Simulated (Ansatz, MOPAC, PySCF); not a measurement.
Dissociation curve of SMILES [BeH2]. The Be1–H3 bond (Be1 also carries H; H3 carries nothing else) is pulled apart rigidly from the PBE0/def2-TZVP optimised geometry.

Methods: RCCSD = Ansatz (an electronic-structure program) with CCSD on RHF/cc-pVTZ, frozen core; PM3, restricted, heats of formation (MOPAC); RCCSD(T) = CCSD(T) on RHF/cc-pVTZ, frozen core (Ansatz); RKS-B3LYP/6-31G* = restricted B3LYP/6-31G*, spherical d (PySCF 2.14.0); FCI = full CI/cc-pVTZ, frozen core (Ansatz).

Energies are in kcal/mol, each relative to the lowest point of its own curve near equilibrium.

```
R / Å  RCCSD    PM3  RCCSD(T)  RKS-B3LYP/6-31G*   FCI
-----  -----  -----  --------  ----------------  ----
0.99    35.4   18.3      35.4              35.6  35.4
1.06    19.9    [?]      19.9              20.0  19.9
1.12    11.0    [?]      11.0              11.0  11.0
1.19     4.5    1.6       4.5               4.4   4.5
1.25     1.4    0.1       1.4               1.3   1.4
1.33     0.0    0.0       0.0               0.0   0.0
1.34     0.0    0.1       0.0               0.0   0.0
1.39     0.5    [?]       0.5               0.6   0.5
1.43     1.4    [?]       1.4               1.6   1.4
1.49     3.5    4.9       3.5               3.7   3.5
1.56     6.7    8.8       6.7               7.1   6.7
1.65    11.7   15.2      11.7              12.2  11.6
1.81    22.1   29.0      22.0              22.9  21.9
2.01    35.7   47.2      35.6              37.2  35.5
2.22    49.5   65.1      49.2              51.8  49.0
2.38    58.9   78.2      58.5              62.3  58.3
2.64    71.9   98.0      71.1              77.5  70.9
2.96    83.5  118.2      82.2              93.2  82.0
3.24       —    [?]         —               [?]  88.2
3.62       —  145.1         —             116.2  92.7
4.01       —  155.1         —             125.1  94.6
4.64       —  166.0         —             134.4  95.6
```

Problem. Some entries are withheld; supply them.

Solution. 
- 1.06, PM3: 9.9
- 1.12, PM3: 5.1
- 1.39, PM3: 1.1
- 1.43, PM3: 2.3
- 3.24, PM3: 131.6
- 3.24, RKS-B3LYP/6-31G*: 104.4

Dashes: no converged value, or the column stops at the first point that the program doubted or that broke a chosen test of continuity, which isn't proof of a fault.

The T1 diagnostic of CCSD on the restricted reference of RCCSD, RCCSD(T) exceeds 0.045 at 2.96 to 4.64 Å. The restricted form behind PM3, RKS-B3LYP/6-31G* keeps the bonding electrons paired and can't separate into open-shell fragments.
